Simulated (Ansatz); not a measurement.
`C[Si](N)(O)Cl` → CH₃NH₂ + `O[Si]Cl` at 400 K and 1 bar (silylene formation by 1,1-elimination).

Isolated molecules relaxed with PBE0-D4/def2-TZVP in Ansatz; ΔE leaves out vibrations. CBS: MP2 limit from def2 TZ/QZ plus the TZ coupled-cluster correction, frozen cores. This one scheme is used for every species. Each species was taken in one conformer, which may not be the lowest.

```tsv
species	CCSD(T)/CBS energy (Eh)	H − E (kJ/mol)	S (J/(mol·K))
`C[Si](N)(O)Cl`	-920.56583	246.2	397.9
CH₃NH₂	-95.75281	185.4	256.0
`O[Si]Cl`	-824.69782	59.3	296.6
```

H − E and S are ideal-gas, rigid-rotor, harmonic terms from PBE0-D4/def2-TZVP, for one conformer and one mirror image of each species. 1 Eh = 2625.50 kJ/mol, R = 8.31446 J/(mol·K).

Question: By hand: ΔE, ΔH, ΔS and ΔG.

Answer: ΔE = (-95.75281) + (-824.69782) − (-920.56583) = 0.11520 Eh = 302.5 kJ/mol. Δ(H − E) = 185.4 + 59.3 − 246.2 = -1.5, so ΔH = 301.0 kJ/mol. ΔS = 256.0 + 296.6 − 397.9 = 154.7 J/(mol·K). ΔG = 301.0 − 400 × (154.7)/1000 = 239.1 kJ/mol.

Question: By hand: the equilibrium constant, and the temperature at which ΔG would vanish if ΔH and ΔS stayed fixed.

Answer: log₁₀ K = −ΔG/(RT ln 10) = -31.2. ΔG = 0 at ΔH/ΔS = 1946 K.

The number of gas molecules changes by +1, which sets the sign of ΔS. A doubt of 5 kJ/mol in ΔE shifts log₁₀ K by 0.7 here. Other conformers and mirror images would add mixing entropy, several J/(mol·K) or more a flexible species. These are equilibria of isolated gas molecules and say nothing of rates. Largest T1 diagnostic: 0.014 (customary marks: 0.02 for closed shells, 0.045 for open ones).
